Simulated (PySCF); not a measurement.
Isomers of H2F2Si2. Isolated molecules, 0 K electronic values unless said otherwise. Strings in code marks are SMILES.

The T1 excitation (TDA) from two functionals at the same geometries (ωB97X-D3(BJ)/def2-TZVP), both in PySCF: PBE-D3(BJ)/def2-TZVP and ωB97X-D3(BJ)/def2-TZVP. Excitations are Tamm–Dancoff values on a coarser integration grid. The basis has no diffuse functions, so Rydberg states are missing or too high.

```tsv
species	PBE-D3(BJ)/def2-TZVP (eV)
`F/[SiH]=[SiH]/F`	1.50
`F/[SiH]=[SiH]\F`	1.57
`F[Si](F)=[SiH2]`	2.25
```

Problem. What does ωB97X-D3(BJ)/def2-TZVP give for each?

Solution. 
- `F/[SiH]=[SiH]/F`: 1.41
- `F/[SiH]=[SiH]\F`: 1.49
- `F[Si](F)=[SiH2]`: 2.44
Over these rows, drawn at random from the members with no instability flagged (it was tested for open shells, ions and some series alone), PBE minus ωB97X-D3(BJ): mean -0.01 eV, from -0.19 eV to +0.09 eV.
